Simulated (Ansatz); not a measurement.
Consider the homolysis of the C–Si bond: `C[SiH](F)[SiH2]Cl` → `[CH3]`• + `F[SiH][SiH2]Cl`•.

Computed with Ansatz on PBE0-D4/def2-TZVP structures; ΔE is electronic, products minus reactants. CCSD(T)/CBS is the MP2 limit (def2-TZVPP, def2-QZVPP) plus CCSD(T) − MP2 in def2-TZVPP, frozen cores. This one scheme is used for every species. Functionals use def2-TZVPP. Open shells (•) are unrestricted, without spin–orbit coupling. Each species was taken in one conformer, which may not be the lowest.

`C[SiH](F)[SiH2]Cl`:

```xyz
11

C     0.823    1.388    0.585
Si   -0.657    0.575   -0.187
F    -0.970    1.267   -1.606
Si   -0.283   -1.715   -0.541
Cl    0.161   -2.497    1.324
H     0.630    2.447    0.769
H     1.702    1.301   -0.056
H     1.049    0.909    1.542
H    -1.864    0.749    0.665
H    -1.468   -2.440   -1.066
H     0.877   -1.984   -1.429
```

`[CH3]`•:

```xyz
4

C     0.000    0.000    0.000
H    -0.197   -0.957   -0.460
H    -0.129    0.123    1.065
H     0.325    0.834   -0.605
```

`F[SiH][SiH2]Cl`•:

Cartesian coordinates in Å:
```
F -1.591 -1.702 -0.891
Si -0.126 -1.040 -0.965
Si 0.202 0.474 0.794
Cl 2.036 1.326 0.390
H 0.005 -0.397 -2.306
H -0.808 1.561 0.877
H 0.281 -0.222 2.101
```

(1) What is ΔE at CCSD(T)/CBS? (Best estimate.)

(2) What do these levels give: r2SCANh-D4, ωB97X-V, CAM-B3LYP, RPA@PBE/def2-TZVPP, MP2/def2-TZVPP, MP2/CBS(def2)? (Estimate.)

(3) What do rigid-rotor, harmonic-oscillator terms from PBE0-D4/def2-TZVP frequencies (298.15 K, 1 bar) make of the CCSD(T)/CBS value? (An estimate is asked.)

Largest T1 diagnostic among the species: 0.014.

Answers

(1) Ansatz gave: +399.4 kJ/mol.

(2) The calculation gave: r2SCANh-D4 368.6, ωB97X-V 402.3, CAM-B3LYP 378.5, RPA@PBE/def2-TZVPP 376.7, MP2/def2-TZVPP 402.9, MP2/CBS(def2) 412.4 kJ/mol.

(3) Computed: ΔZPE = -21.4 kJ/mol, ΔH = +383.4 kJ/mol, ΔS = 160 J/(mol·K), ΔG = +335.5 kJ/mol. Open shells count their whole term as degenerate. Modes under 50 cm⁻¹ make the entropy rough.

The D4 term adds +11.5 kJ/mol with B3LYP and +6.5 kJ/mol with PBE0; it sums over pairs of atoms, weighted by their polarisabilities, and B3LYP, whose exchange is more repulsive, gets the larger term. Leaving LDA and LC-ωPBE aside and taking each functional with its dispersion term where it has one, the values, not all of them listed here, spread over 34.3 kJ/mol, from r2SCAN-D4 to ωB97M-V. LDA lies +65.9 kJ/mol from PBE without D4, its usual overbinding. From BLYP to BHLYP (50 % exact exchange), in def2-TZVPP and without D4, ΔE moves by +13.1 kJ/mol.

B3LYP here is the variant with VWN-RPA as its local correlation; programs differ in this.
